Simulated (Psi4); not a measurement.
CF$_{3}$O$_{2}$S, doublet (typed; the unrestricted solution is spin-contaminated), at a GFN2-xTB geometry, with bond 5-4 at 1.25 times its length; Psi4 1.11 with HF/6-31G.

The Psi4 input:
```
memory 2 GB

molecule mol {
0 2
O     1.367582   -1.429716    0.045122
S     1.110873   -0.065506   -0.335702
O     1.645659    0.981520    0.494802
C    -0.927084    0.110382   -0.018583
F    -1.231472   -0.152257    1.577947
F    -1.310479    1.327122   -0.367636
F    -1.554191   -0.786130   -0.761744
}

set {
  basis 6-31g
  reference uhf
  stability_analysis follow
  scf_type pk
}

energy('scf')
print_variables()
```

Question: Write the output that Psi4 gives for this input, abridged.

Answer: 
```
   => Loading Basis Set <=

    Name: 6-31G
    Role: ORBITAL
    Keyword: BASIS

         ---------------------------------------------------------
                                   SCF
               by Justin Turney, Rob Parrish, Andy Simmonett
                          and Daniel G. A. Smith
                              UHF Reference
         ---------------------------------------------------------

  ==> Geometry <==

    Molecular point group: c1
    Full point group: C1

    Geometry (in Angstrom), charge = 0, multiplicity = 2:

       Center              X                  Y                   Z               Mass
    ------------   -----------------  -----------------  -----------------  -----------------
         O            1.406930944835    -1.425554575356    -0.001524702532    15.994914619570
         S            1.150221944835    -0.061344575356    -0.382348702532    31.972071174400
         O            1.685007944835     0.985681424644     0.448155297468    15.994914619570
         C           -0.887735055165     0.114543424644    -0.065229702532    12.000000000000
         F           -1.192123055165    -0.148095575356     1.531300297468    18.998403162730
         F           -1.271130055165     1.331283424644    -0.414282702532    18.998403162730
         F           -1.514842055165    -0.781968575356    -0.808390702532    18.998403162730

  Running in c1 symmetry.

  Rotational constants: A =      0.10508  B =      0.05636  C =      0.05186 [cm^-1]
  Rotational constants: A =   3150.14578  B =   1689.55276  C =   1554.63346 [MHz]
  Nuclear repulsion =  413.487842568220231

  Charge       = 0
  Multiplicity = 2
  Electrons    = 65
  Nalpha       = 33
  Nbeta        = 32

  ==> Algorithm <==

  SCF Algorithm Type is PK.
  DIIS enabled.
  MOM disabled.
  Fractional occupation disabled.
  Guess Type is SAD.
  Energy threshold   = 1.00e-06
  Density threshold  = 1.00e-06
  Integral threshold = 1.00e-12

  ==> Primary Basis <==

  Basis Set: 6-31G
    Blend: 6-31G
    Number of shells: 37
    Number of basis functions: 67
    Number of Cartesian functions: 67
    Spherical Harmonics?: false
    Max angular momentum: 1

  ==> Integral Setup <==

  Using in-core PK algorithm.
   Calculation information:
      Number of atoms:                   7
      Number of AO shells:              37
      Number of primitives:            110
      Number of atomic orbitals:        67
      Number of basis functions:        67

      Integral cutoff                 1.00e-12
      Number of threads:                 1

  Performing in-core PK
  Using 5191562 doubles for integral storage.
  We computed 191177 shell quartets total.
  Whereas there are 247456 unique shell quartets.

  ==> DiskJK: Disk-Based J/K Matrices <==

    J tasked:                  Yes
    K tasked:                  Yes
    wK tasked:                  No
    Schwarz Cutoff:          1E-12

  Minimum eigenvalue in the overlap matrix is 1.3393142873E-02.
  Reciprocal condition number of the overlap matrix is 3.5764543721E-03.
    Using symmetric orthogonalization.

  ==> Pre-Iterations <==

  SCF Guess: Superposition of Atomic Densities via on-the-fly atomic UHF (no occupation information).

   -------------------------
    Irrep   Nso     Nmo
   -------------------------
     A         67      67
   -------------------------
    Total      67      67
   -------------------------

  ==> Iterations <==

                        Total Energy        Delta E     RMS |[F,P]|

   @UHF iter SAD:  -882.26054550956189   -8.82261e+02   0.00000e+00
   @UHF iter   1:  -882.41688175430409   -1.56336e-01   1.26878e-02 ADIIS/DIIS
   @UHF iter   2:  -882.56208474916332   -1.45203e-01   1.21979e-02 ADIIS/DIIS
   @UHF iter   3:  -882.83398620990056   -2.71901e-01   1.07029e-03 ADIIS/DIIS
   @UHF iter   4:  -882.84134719798999   -7.36099e-03   5.71627e-04 ADIIS/DIIS
   @UHF iter   5:  -882.84349879487672   -2.15160e-03   3.31648e-04 ADIIS/DIIS
   @UHF iter   6:  -882.84471269669029   -1.21390e-03   1.79039e-04 ADIIS/DIIS
   @UHF iter   7:  -882.84527411767124   -5.61421e-04   9.55313e-05 DIIS
   @UHF iter   8:  -882.84541839521887   -1.44278e-04   6.01604e-05 DIIS
   @UHF iter   9:  -882.84547592323236   -5.75280e-05   4.47558e-05 DIIS
   @UHF iter  10:  -882.84551449390369   -3.85707e-05   3.63628e-05 DIIS
   @UHF iter  11:  -882.84555867114750   -4.41772e-05   2.80269e-05 DIIS
   @UHF iter  12:  -882.84558961118319   -3.09400e-05   2.03174e-05 DIIS
   @UHF iter  13:  -882.84561113685822   -2.15257e-05   1.17644e-05 DIIS
   @UHF iter  14:  -882.84561702911856   -5.89226e-06   5.80592e-06 DIIS
   @UHF iter  15:  -882.84561786631230   -8.37194e-07   3.28435e-06 DIIS
   @UHF iter  16:  -882.84561808227363   -2.15961e-07   1.69600e-06 DIIS
   @UHF iter  17:  -882.84561814471670   -6.24431e-08   1.29033e-06 DIIS
   @UHF iter  18:  -882.84561817022689   -2.55102e-08   1.03455e-06 DIIS
   @UHF iter  19:  -882.84561820317811   -3.29512e-08   7.42266e-07 DIIS
  Energy and wave function converged.

    Negative totally symmetric eigenvalue detected: -0.039769
    Wavefunction unstable!
    Lowest UHF->UHF stability eigenvalues:
       A -0.039769

    Rotating orbitals by 0.5 * pi / 2 radians along unstable eigenvector.
    Running SCF again with the rotated orbitals.
   @UHF iter  20:  -882.38219087566893   -8.82382e+02   1.25508e-02 ADIIS/DIIS
   @UHF iter  21:  -882.51866111556319   -1.36470e-01   1.29092e-02 ADIIS/DIIS
   @UHF iter  22:  -882.82696750392938   -3.08306e-01   1.52690e-03 ADIIS/DIIS
   @UHF iter  23:  -882.84325796506596   -1.62905e-02   7.28617e-04 ADIIS/DIIS
   @UHF iter  24:  -882.84690070598720   -3.64274e-03   4.73042e-04 ADIIS/DIIS
   @UHF iter  25:  -882.84871213366773   -1.81143e-03   3.02671e-04 ADIIS/DIIS
   @UHF iter  26:  -882.85004976660230   -1.33763e-03   1.58655e-04 ADIIS/DIIS
   @UHF iter  27:  -882.85062659226310   -5.76826e-04   8.76227e-05 DIIS
   @UHF iter  28:  -882.85075368908974   -1.27097e-04   5.41424e-05 DIIS
   @UHF iter  29:  -882.85080715048878   -5.34614e-05   2.65753e-05 DIIS
   @UHF iter  30:  -882.85082532983461   -1.81793e-05   1.28905e-05 DIIS
   @UHF iter  31:  -882.85082872957571   -3.39974e-06   7.68304e-06 DIIS
   @UHF iter  32:  -882.85082989056252   -1.16099e-06   4.79953e-06 DIIS
   @UHF iter  33:  -882.85083033898889   -4.48426e-07   2.74040e-06 DIIS
   @UHF iter  34:  -882.85083048794695   -1.48958e-07   1.67838e-06 DIIS
   @UHF iter  35:  -882.85083055300993   -6.50630e-08   1.03491e-06 DIIS
   @UHF iter  36:  -882.85083057636166   -2.33517e-08   7.07694e-07 DIIS
    Wavefunction stable under totally symmetric rotations.
    Lowest totally symmetric eigenvalue: 0.033002
    Lowest UHF->UHF stability eigenvalues:
       A 0.033002

    Stability analysis over.

  ==> Post-Iterations <==

   @Spin Contamination Metric:   1.779243107E-01
   @S^2 Expected:                7.500000000E-01
   @S^2 Observed:                9.279243107E-01
   @S   Expected:                5.000000000E-01
   @S   Observed:                5.000000000E-01

    Orbital Energies [Eh]
    ---------------------

    Alpha Occupied:

[...]
    Alpha Virtual:

[...]
      67A      2.573839

    Beta Occupied:

[...]
    Beta Virtual:

[...]
    Final Occupation by Irrep:
              A
    DOCC [    32 ]
    SOCC [     1 ]
    NA   [    33 ]
    NB   [    32 ]

  @UHF Final Energy:  -882.85083057636166

   => Energetics <=

    Nuclear Repulsion Energy =            413.4878425682202305
    One-Electron Energy =               -2043.1974909878586004
    Two-Electron Energy =                 746.8588178432767108
    Total Energy =                       -882.8508305763616590

  UHF NO Occupations:
  HONO-2 :   31  A 1.9938865
  HONO-1 :   32  A 1.9185993
  HONO-0 :   33  A 1.0000000
  LUNO+0 :   34  A 0.0814007
  LUNO+1 :   35  A 0.0061135
  LUNO+2 :   36  A 0.0021654
  LUNO+3 :   37  A 0.0010144

Computation Completed

Properties will be evaluated at   0.000000,   0.000000,   0.000000 [a0]

Properties computed using the SCF density matrix

 Multipole Moments:

 ------------------------------------------------------------------------------------
     Multipole            Electronic (a.u.)      Nuclear  (a.u.)        Total (a.u.)
 ------------------------------------------------------------------------------------

 L = 1.  Multiply by 2.5417464519 to convert [e a0] to [Debye]
 Dipole X            :         -3.7897552            3.7979629            0.0082077
 Dipole Y            :          1.1624966           -0.3822243            0.7802723
 Dipole Z            :         -0.8165862           -0.2990882           -1.1156744
 Magnitude           :                                                    1.3614777

 ------------------------------------------------------------------------------------

  Variable Map:
  ----------------------------------------------------------------------------
[...]
  Array Variable Map:
  ----------------------------------------------------------------------------
[...]
[...]
```
